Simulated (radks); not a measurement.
Coulomb parameter of the 3d shell of the iron ion Fe3+ in the model configuration [Ar] 3d4 4p1, as a second difference U = [E(n + 0.25) + E(n - 0.25) - 2 E(n)] / (0.25)^2 with all orbitals relaxed. "Bare": the charge of the atom changes with n. "Screened": the 4p shell takes up the change at fixed total charge, which measures U(3d,3d) + U(4p,4p) - 2 U(3d,4p). All-electron calculation, Dirac Kohn-Sham, PBE, spin-unpolarised, spherical densities, finite nucleus; open shells are shared between the two j in proportion to 2j + 1; Fermi nuclear charge, rms radius 3.7377 fm. Program: a radial shooting solver on a logarithmic mesh with Libxc functionals.

case,configuration,E - E(n) (eV)
start,[Ar] 3d4 4p1,0.000
bare +0.25,[Ar] 3d4.25 4p1,-12.326
bare -0.25,[Ar] 3d3.75 4p1,13.573
screened +0.25,[Ar] 3d4.25 4p0.75,-6.003
screened -0.25,[Ar] 3d3.75 4p1.25,6.385

U(bare) = 19.954 eV, U(screened by 4p) = 6.114 eV.
